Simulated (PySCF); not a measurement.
# C₆H₉NOSi: full NMR table

| Property | Result |
| --- | --- |
| Formula | C6H9NOSi |
| SMILES | [SiH3]C/C=N/c1ccco1 |
| InChI | InChI=1S/C6H9NOSi/c9-5-3-7-6-2-1-4-8-6/h1-4H,5H2,9H3/b7-3+ |
| Point group of the computed structure | C1 |
| Degrees of unsaturation | 4 |
| Carbon signals | 6 |
| Proton signals | 6 |

Structure with atom numbers: `[SiH3:1][CH2:2]/[CH:3]=[N:4]/[c:5]1[cH:6][cH:7][cH:8][o:9]1`; H(Xn) means a hydrogen on atom n.

[PySCF: coordinates at the GFN2-xTB level; PBE0/pcSseg-1 with gauge-including orbitals; non-relativistic; a single conformation; one averaged value for each set of equivalent atoms; in vacuum]

Scale: ¹H, ¹³C, ²⁹Si vs TMS; ¹⁵N vs NH3; H2O for ¹⁷O (reference shieldings calculated alike).

```tsv
carbon	δC, type	δH (multiplicity)	HMBC from (2–3 bonds)	span of the C tensor (ppm)
C2	25.7, CH2	2.24 (m)	H(C3), H(Si1)	51
C3	158.4, CH	8.19 (t)	H(Si1), H(C2)	182
C5	162.2, C	–	H(C3), H(C8), H(C7), H(C6)	119
C6	115.5, CH	6.60 (m)	H(C8), H(C7)	158
C7	119.0, CH	6.65 (m)	H(C8), H(C6)	183
C8	143.3, CH	7.24 (m)	H(C7), H(C6)	146
```

Other nuclei:
| atoms | nucleus | environment | δ (ppm) | σ (ppm) |
| --- | --- | --- | --- | --- |
| H(Si1) | ¹H | hydrogen on a silicon bonded to C | 3.95 | 27.77 |
| Si1 | ²⁹Si | silicon bonded to C, 3 H | -72.7 | 421.8 |
| N4 | ¹⁵N | imine nitrogen | 329.5 | -61.7 |
| O9 | ¹⁷O | aromatic ring oxygen | 278.1 | 58.0 |

Carbon types of the structure: 1 × C, 4 × CH, 1 × CH2, leaving 3 H on heteroatoms. δC 162.2: aromatic carbon bearing nitrogen; an ipso carbon deshielded by its heteroatom. δC 158.4: C=N carbon. δC 143.3: aromatic CH next to the ring oxygen. δC 119.0, 115.5: aromatic CH. δH 6.65, 6.60: hydrogen on an aromatic CH; aromatic region.

Shifts are as computed. Against solution values, carbons near 30 ppm lie about +3 ppm off and those near 130 ppm about +5 ppm. Of 1309 compounds with measured shifts, 239 miss one by over three times the rms of a fit or turn the order of signals round; such compounds aren't used in these exercises. Unscaled 17O shifts of doubly bonded oxygen tend to come out too high, by tens of ppm or more. Experimental scales use liquid or dissolved standards, which lie at an offset from isolated NH3 (liquid NH3: subtract about 20 ppm) and H2O (liquid H2O: subtract about 36 ppm). Unscaled 15N shifts of sp2 nitrogen come out 20 to 40 ppm too high even then. No couplings were computed; multiplicities are counted from neighbouring protons, with m where these are inequivalent, close in shift, in a saturated or five-membered ring or joined by F or P, and br s for small geminal =CH2 splittings.
